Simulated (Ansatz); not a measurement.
A nudged elastic band was laid between two geometries of ClH$_{7}$N$_{2}$SiSn (12 atoms, charge 0, multiplicity 1).

The calculation used RKS BHLYP-D4/def2-SVP (Ansatz 0.2.0).

* movable images: 7
* climbing image: yes
* spring: 5.0 eV/Å²
* optimiser: quadratic models (default)
* start path: IDPP
* force threshold: 0.05 eV/Å
* iteration limit: 60
* end points: relaxed

First end point:

```xyz
12
Properties=species:S:1:pos:R:3
N -1.997 0.415 0.498
Si -0.560 0.343 1.433
Sn 1.230 0.238 -0.399
N 1.483 -1.631 -1.120
Cl 0.137 1.592 -2.059
H -2.912 0.361 0.915
H -1.999 0.963 -0.349
H -0.550 -0.875 2.275
H -0.263 1.497 2.322
H 2.789 0.910 -0.264
H 0.635 -2.151 -1.290
H 2.083 -1.717 -1.928
```

Last end point:

```xyz
12
Properties=species:S:1:pos:R:3
N -1.995 0.417 0.499
Si -0.558 0.346 1.434
Sn 1.228 0.239 -0.402
N 1.482 -1.632 -1.118
Cl 0.132 1.585 -2.067
H -2.910 0.357 0.914
H -1.997 0.968 -0.346
H -0.547 -0.872 2.275
H -0.257 1.499 2.322
H 2.787 0.909 -0.263
H 2.078 -1.719 -1.928
H 0.633 -2.152 -1.285
```

**Question.** What changes between the two ends?

**Answer.** No bond is made or broken. The height of N1 over the plane of its neighbours goes from 0.18 to 0.18 Å. The two ends are copies of one structure, up to a mirror image or an exchange of like atoms. The height can change sign by an inversion or by a turn that exchanges like atoms.

**Question.** What energy profile does the band end with?

**Answer.** The run converged. The highest image is number 5 of 0 to 8, 0.132 eV above the ends, which have the same energy within 2 meV. A vibrational analysis at the climbing image gives one clearly imaginary mode, 133i cm⁻¹: a first-order saddle point.

| image | path coordinate (Å) | energy (eV) | height of N1 over the plane of its neighbours (Å) |
| --- | --- | --- | --- |
| 0 | 0.00 | 0.000 | 0.18 |
| 1 | 0.38 | 0.016 | 0.18 |
| 2 | 0.77 | 0.093 | 0.18 |
| 3 | 1.15 | 0.114 | 0.18 |
| 4 | 1.54 | 0.127 | 0.18 |
| 5 | 1.92 | 0.132 | 0.18 |
| 6 | 2.62 | 0.109 | 0.17 |
| 7 | 3.32 | 0.041 | 0.17 |
| 8 | 4.02 | 0.000 | 0.18 |

**Question.** What is the geometry of the highest image?

**Answer.** 
```xyz
12
Properties=species:S:1:pos:R:3
N -1.923 0.159 0.793
Si -0.360 0.221 1.500
Sn 1.142 0.414 -0.582
N 1.463 -1.238 -1.725
Cl -0.337 1.659 -1.978
H -2.751 -0.030 1.334
H -2.119 0.738 -0.009
H -0.087 -1.025 2.254
H -0.066 1.356 2.415
H 2.615 1.275 -0.533
H 0.626 -1.559 -2.193
H 1.873 -2.025 -1.241
```

**Question.** What are the harmonic wavenumbers there?

**Answer.** 133i, 47, 95, 112, 147, 194, 270, 318, 360, 437, 499, 535, 570, 604, 660, 711, 799, 855, 887, 941, 1024, 1587, 1599, 1978, 2245, 2285, 3633, 3672, 3731, 3776 cm⁻¹.

The band took 17 iterations and roughly 12 core-minutes.

Time of the run: 6.1 min on 2 threads of AMD EPYC 9R14 (Zen 4) (shared host), peak memory 0.39 GiB.
